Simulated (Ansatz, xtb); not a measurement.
System: HfH3 (charge 0, doublet). The spin state was set by rule; other spins were not relaxed. 
Structure (B3LYP-D3(BJ)/def2-TZVP (Ansatz, an electronic-structure program) minimum search):
SMILES: [HfH3]
```xyz
4

Hf    -0.0066    -0.0011     0.0027
H      0.9157    -0.4824     1.5522
H     -0.2658     1.8084    -0.3735
H     -0.1770    -1.2477    -1.3757
```
Charge 0, spin multiplicity 2.

Harmonic wavenumbers from GFN2-xTB (xtb, at its own minimum), cm⁻¹: 372, 372, 419, 1138, 1215, 1217.

Give the harmonic wavenumbers at B3LYP-D3(BJ)/def2-TZVP (Ansatz, finite differences of forces, unscaled).

153, 662, 662, 1651, 1651, 1697 cm⁻¹. Zero-point energy 9.3 kcal/mol.

From these and the geometry, give the ideal-gas thermochemistry at 298.15 K and 1 atm (rigid rotor, harmonic oscillator).

Point group C3v, rotational symmetry number 3. Rotational constants 95.11, 95.11, 48.43 GHz. S(trans) 41.50, S(rot) 15.06, S(vib) 3.36, S(elec, spin only) 1.38, S 61.3 cal/(mol K). H(298) - H(0) 2.94 kcal/mol; G - E(el) -6.1 kcal/mol.
